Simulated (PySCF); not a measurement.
# Spin states and ions at one geometry of [Pb(NH2)3]−

PySCF 2.14.0, RKS B3LYP, Pb def2-SVP with ECP60, N def2-SVP, H def2-SVP; non-relativistic Hamiltonian with scalar-relativistic core potentials where named; density fitting; no spin-orbit coupling; singlets restricted, open shells unrestricted. The geometry is relaxed for charge -1, singlet, vacuum (a saddle point, kept by symmetry):

```xyz
10

Pb    0.4516    1.3220    0.0000
N    -0.2026   -0.1154    1.7027
H     0.7182   -0.4194    2.0501
H    -0.5442   -0.9588    1.2202
N    -0.2026   -0.1154   -1.7027
H    -0.5442   -0.9588   -1.2202
H     0.7182   -0.4194   -2.0501
N     2.6020    0.6310    0.0000
H     2.8952   -0.3465    0.0000
H     3.4253    1.2324    0.0000
```

Energies count from the relaxed state; an electron taken off or put on is at rest in vacuum. Charges and spins are Mulliken's.

| state | energy (eV) | spin squared | charge on Pb1 (e) | spin on Pb1 (e) | dipole about the centre of mass (D) |
| --- | --- | --- | --- | --- | --- |
| charge -1, singlet, vacuum | 0.00 | 0.00 | 0.28 | 0.00 | 2.06 |
| charge -1, triplet, vacuum | 4.12 | 2.01 | -0.06 | 0.51 | 0.92 |

**Question.** What does the state charge 0, doublet, vacuum give?

**Answer.** energy (eV) 2.29, spin squared 0.78, charge on Pb1 (e) 0.50, spin on Pb1 (e) -0.16, dipole about the centre of mass (D) 3.15.

With an electron taken off (doublet) the charges change, summed by element, by Pb +0.23 e, N +0.37 e, H +0.41 e. The vertical ionisation energy is 2.29 eV, against −ε(HOMO) = 0.27 eV of the relaxed state. The level lies 2.0 eV too high, as is usual for semilocal functionals and global hybrids, which keep a self-interaction error.

Open shells may have lower solutions than those found. The basis has no diffuse functions, which an anion needs.
